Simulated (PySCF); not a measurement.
Match the calculated data to a structure.

All candidates are C4H6O3S.

| technique | computed result |
| --- | --- |
| 1H NMR | chemical shifts (computed TMS as zero) by class: 4.07 (3 H), 3.78 (2 H), 1.99 (1 H) ppm [GIAO PBE0/pcSseg-1] |
| Rotational structure | rotational constants A, B, C: 2.559, 1.596, 1.285 GHz [GFN2-xTB] |
| Dipole | 4.44 D [PBE0/pcSseg-1] |
| 13C NMR | chemical shifts (computed TMS as zero) by class: 85.2 (1 C), 76.4 (1 C), 54.7 (1 C), 47.4 (1 C) ppm [GIAO PBE0/pcSseg-1] |
| NMR, other nuclei | isotropic shieldings of nuclei other than C and H, by class: 109 (2 O), 170 (1 O), 189 (1 S) ppm [GIAO PBE0/pcSseg-1] |

Gas-phase values; electronic properties from PySCF, density fitting. Levels stand in brackets. The structure is a single GFN2-xTB conformer in the gas phase; no vibrational or solvent corrections. Each NMR value is the plain mean over a class of atoms that symmetry, rotation or inversion makes alike.

Question: Which candidate is it?
A. `C#CCS(=O)(=O)OC`
B. `O=S(=O)(O)C1=CCC1`
C. `O=S(=O)(O)C=C1CC1`

Answer: A. It is `C#CCS(=O)(=O)OC`. Numbering: `[CH:1]#[C:2][CH2:3][S:4](=[O:5])(=[O:6])[O:7][CH3:8]`. 4 carbons fall into 4 classes; from least to most shielded: terminal alkyne carbon [C1] (85.2 ppm), alkyne carbon [C2] (76.4 ppm), methoxy carbon [C8] (54.7 ppm), sp3 carbon bound to sulfur [C3] (47.4 ppm). Hydrogen classes from least to most shielded: 3 H on a methoxy carbon, C8 (4.07 ppm, a mean of values up to 0.8 ppm apart in this geometry), 2 H on an sp3 carbon bound to sulfur, C3 (3.78 ppm), 1 H on a terminal alkyne carbon, C1 (1.99 ppm). The other shieldings belong to: 109 ppm, sulfonyl oxygen [O5/O6]; 170 ppm, oxygen bonded to C and S [O7]; 189 ppm, sulfonyl sulfur [S4]. The optimised geometry has point group C1 and is an asymmetric top.

The others, at the same levels:
- `O=S(=O)(O)C1=CCC1` fails: its computed 13C shifts are 153.8 (1 C), 150.6 (1 C), 33.2 (1 C), 27.4 (1 C) ppm, 1H shifts are 6.78 (1 H), 4.57 (1 H), 2.93 (2 H), 2.51 (2 H) ppm and rotational constant A is 3.583 GHz (against 2.559 GHz).
- `O=S(=O)(O)C=C1CC1` fails: its computed 13C shifts are 146.6 (1 C), 127.9 (1 C), 8.4 (1 C), 6.3 (1 C) ppm, 1H shifts are 6.75 (1 H), 4.64 (1 H), 1.55 (2 H), 1.43 (2 H) ppm and rotational constant A is 3.933 GHz (against 2.559 GHz).

Each candidate is one conformer, not necessarily the lowest. Dipoles, sizes and rotational constants follow the conformer. The torsions of the flexible species, by atom-mapped SMILES:
- `[CH:1]#[C:2][CH2:3][S:4](=[O:5])(=[O:6])[O:7][CH3:8]`: C2–C3–S4–O5 159°, C3–S4–O7–C8 78°
- `[O:1]=[S:2](=[O:3])([OH:4])[C:5]1=[CH:6][CH2:7][CH2:8]1`: O1–S2–C5–C6 152°, H–O4–S2–O1 0°
- `[O:1]=[S:2](=[O:3])([OH:4])[CH:5]=[C:6]1[CH2:7][CH2:8]1`: O1–S2–C5–C6 -15°, H–O4–S2–O1 0°
